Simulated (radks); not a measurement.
Results of a calculation; reference values are marked as such.
Question: Code: a radial shooting solver on a logarithmic mesh with Libxc functionals. Model: non-relativistic Kohn-Sham, LB94 model potential, spin-polarised, spherical densities, point nucleus; open shells are filled with parallel spins first (spin-orbit coupling, left out, can overturn this in heavy ions). Response by self-consistent Sternheimer equations with the Hartree and adiabatic LDA kernel. For heavy and open-shell atoms this level of theory can miss by tens of per cent. Rank Zr3+, He, O+, Ni+, Mn3+ (NIST ground configurations) by static dipole polarisability, largest first.

Answer: Ni+ 6.368, Zr3+ 5.305, O+ 2.602, Mn3+ 1.964, He 1.390 bohr^3.
